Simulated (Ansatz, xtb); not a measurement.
## Two structures of AlHOSSi

Structure X is a singlet given by its coordinates and structure Y is `[Al][O][SiH]=S`, a singlet. Both are isolated molecules in the gas phase, relaxed with B3LYP-D3(BJ)/def2-SVP; the shapes shown needn't be the lowest conformers.

X (Å):

```xyz
5

Al   -0.9461    0.4695    0.9199
O    -2.0374    0.1448   -0.4174
S    -1.9155    2.3502    1.4556
Si   -3.0320    1.5020   -0.3243
H     0.2548   -0.4145    1.4067
```

Close contacts (Å): Al1–O2 1.76, Al1–S3 2.18, Al1–Si4 2.64, O2–Si4 1.69, S3–Si4 2.27, Al1–H5 1.57.

Y (Å):

| atom | x (Å) | y (Å) | z (Å) |
| --- | --- | --- | --- |
| Al | -0.4982 | 0.5588 | 3.0384 |
| O | -0.9635 | 0.8098 | 1.3754 |
| S | -3.6295 | 0.3573 | -0.3633 |
| Si | -1.7797 | 0.8854 | -0.0389 |
| H | -0.8432 | 1.4377 | -1.0485 |

Task: Estimate which is lower in electronic energy at CCSD(T)/def2-TZVP, and by roughly how much.

Result: The CCSD(T)/def2-TZVP calculation puts structure X lower, by 49.0 kJ/mol.

How the difference moves with the method:

```csv
level,geometry,E(Y) − E(X) (kJ/mol),departure from the last row (kJ/mol),"job, with rough time for the two"
GFN2-xTB,GFN2-xTB,+42.6,−6.4,"optimisation, 0.38 s"
HF/STO-3G,GFN2-xTB,+188.6,+139.5,"single point, 0.46 s"
r2SCAN-D4/def2-SVP,GFN2-xTB,+51.1,+2.1,"single point, 4.7 s"
B3LYP-D3(BJ)/def2-SVP,B3LYP-D3(BJ)/def2-SVP,+37.7,−11.3,"optimisation, 35 s"
HF/def2-TZVP,B3LYP-D3(BJ)/def2-SVP,+28.9,−20.1,part of the CCSD(T) run
MP2/def2-TZVP,B3LYP-D3(BJ)/def2-SVP,+53.6,+4.6,part of the CCSD(T) run
CCSD(T)/def2-TZVP,B3LYP-D3(BJ)/def2-SVP,+49.0,,"single point, 53 s"
```

None of the levels shown reverses the order. The largest departure from CCSD(T)/def2-TZVP is that of HF/STO-3G, 139.5 kJ/mol.

With harmonic frequencies from B3LYP-D3(BJ)/def2-SVP (ideal gas, rigid rotor, one conformer each, 298.15 K, 1 atm): the zero-point term adds +2.4 kJ/mol; ΔH is +52.6 and ΔG +46.8 kJ/mol.

The correlated steps freeze 16 core orbitals. Codes used: Ansatz 0.2.0, xtb 6.7.1; the last row on 1 thread of Arm Neoverse V1 on a shared host.
